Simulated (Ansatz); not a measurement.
Ag₃H₄⁻, relaxed as a singlet with RKS r2SCAN-D4/def2-TZVPD in Ansatz, starting from the GFN1-xTB geometry. Force threshold 0.02 eV/Å.

In the def2 sets Ag takes a core potential; there is no spin–orbit coupling. Another isomer (singlet) lies 0.36 eV lower at PBE0-D4/def2-TZVPD; other spin states weren't run for this one.

Start:

```xyz
7

Ag    0.113    0.862    1.116
Ag   -1.359   -0.136   -1.010
Ag    1.249   -0.975   -0.615
H    -0.310   -1.438   -1.008
H     2.678   -0.479   -0.207
H    -2.297    1.117   -0.970
H    -0.072    1.048    2.695
```

| step | energy (eV) | largest force component (eV/Å) | SCF passes |
| --- | --- | --- | --- |
| 1 | -12070.7496 | 1.091 | 18 |
| 2 | -12070.9597 | 0.172 | 21 |
| 3 | -12070.9787 | 0.144 | 20 |
| 4 | -12070.9819 | 0.044 | 21 |
| 5 | -12070.9861 | 0.031 | 19 |
| 6 | -12070.9893 | 0.039 | 19 |
| 7 | -12071.0055 | 0.142 | 20 |
| 8 | -12071.0435 | 0.212 | 21 |
| 9 | -12071.1148 | 0.256 | 20 |
| 10 | -12071.2119 | 0.303 | 20 |
| 11 | -12071.3028 | 0.230 | 20 |
| 12 | -12071.3572 | 0.040 | 20 |
| 13 | -12071.3626 | 0.020 | 19 |
| 14 (rejected) | -12071.3625 | 0.026 | 20 |
| 15 | -12071.3626 | 0.000 | 22 |

Force components are those of the run's own axes.

End:

```xyz
7

Ag   -0.189    0.186    1.632
Ag   -1.302    0.197   -1.001
Ag    1.392   -0.669   -0.591
H    -0.280   -0.818    0.116
H     2.901   -0.749   -1.230
H    -2.345    0.936   -2.028
H    -0.177    0.916    3.101
```

Bonds formed: Ag1–H4 (atoms count from 1).

No frequencies were taken in this run, so the end may be a saddle point.

Hardware: 4 threads of Arm Neoverse V2 on a shared host. Wall time 36 s.
